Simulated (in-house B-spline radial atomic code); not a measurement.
Successive ionisation energies of chromium; each step leads to the configuration of the next row (after the last: bare). Dirac energy differences include first-order Breit, QED and recoil terms. NIST's values go from ground level to ground level; the uncertainty of those that are theory runs from under 0.1 % in few-electron ions to several per cent in heavy many-electron ones. Computed with a B-spline radial code for spherical atoms: Dirac-Hartree-Fock, jj configuration that fills j = l - 1/2 first, finite nuclei.

A number in brackets counts the electrons of a j subshell.

```tsv
ion	configuration	ionisation energy (eV)	tabulated value (eV)	tabulated kind	computed minus tabulated (eV)	highest orbital	largest mean radius (bohr)
Cr6+	[Ne] 3s2 3p6	159.0	160.29	semi-empirical	-1	3p3/2	0.87797
Cr7+	[Ne] 3s2 3p1/2(2) 3p3/2(3)	?	?	semi-empirical	?	?	?
Cr8+	[Ne] 3s2 3p1/2(2) 3p3/2(2)	211.1	209.5	semi-empirical	2	3p3/2	0.83507
Cr9+	[Ne] 3s2 3p1/2(2) 3p3/2(1)	238.6	244.5	semi-empirical	-6	3p1/2	0.81583
Cr10+	[Ne] 3s2 3p1/2(2)	266.4	270.8	semi-empirical	-4	3p1/2	0.79487
Cr11+	[Ne] 3s2 3p1/2(1)	297.0	296.7	semi-empirical	0	3p1/2	0.77872
Cr12+	[Ne] 3s2	351.5	354.7	semi-empirical	-3	3s1/2	0.76668
Cr13+	[Ne] 3s1	383.5	384.163	semi-empirical	-1	3s1/2	0.75348
Cr14+	[He] 2s2 2p6	1009.5	1011.6	semi-empirical	-2	2p3/2	0.28699
Cr15+	[He] 2s2 2p1/2(2) 2p3/2(3)	1099.6	1097.2	semi-empirical	2	2p3/2	0.28299
Cr16+	[He] 2s2 2p1/2(2) 2p3/2(2)	1192.6	1188	semi-empirical	5	2p3/2	0.27909
Cr17+	[He] 2s2 2p1/2(2) 2p3/2(1)	1288.6	1294.8	semi-empirical	-6	2p3/2	0.27527
Cr18+	[He] 2s2 2p1/2(2)	1390.9	1394.5	semi-empirical	-4	2p1/2	0.27155
Cr19+	[He] 2s2 2p1/2(1)	1496.9	1495.1	semi-empirical	2	2p1/2	0.26788
Cr20+	[He] 2s2	1627.5	1634.1	semi-empirical	-7	2s1/2	0.26429
Cr21+	[He] 2s1	?	?	tabulated theory	?	?	?
Cr22+	1s2	?	?	tabulated theory	?	?	?
Cr23+	1s1	7894.8	7894.803	tabulated theory	0	1s1/2	0.061856
```

Task: Fill in the row of Cr7+.

Result: ionisation energy (eV): 184.5; tabulated value (eV): 184.76; computed minus tabulated (eV): 0; highest orbital: 3p3/2; largest mean radius (bohr): 0.85558.

Task: Fill in the row of Cr21+.

Result: ionisation energy (eV): 1721.0; tabulated value (eV): 1721.183; computed minus tabulated (eV): 0; highest orbital: 2s1/2; largest mean radius (bohr): 0.261.

Task: Fill in the row of Cr22+.

Result: ionisation energy (eV): 7480.3; tabulated value (eV): 7481.862; computed minus tabulated (eV): -2; highest orbital: 1s1/2; largest mean radius (bohr): 0.062853.

Task: Where is the largest jump?

Result: From Cr21+ to Cr22+, by a factor of 4.35 (1721 to 7480.3 eV); the highest orbital goes from 2s1/2 to 1s1/2.

Task: How far is this level of theory from the measured and semi-empirical values?

Result: Over those 15 rows the differences run from -6.63 to +4.62 eV (mean absolute value 3 eV). The calculation leaves out correlation and, in open shells, the multiplet splittings that an average leaves out.
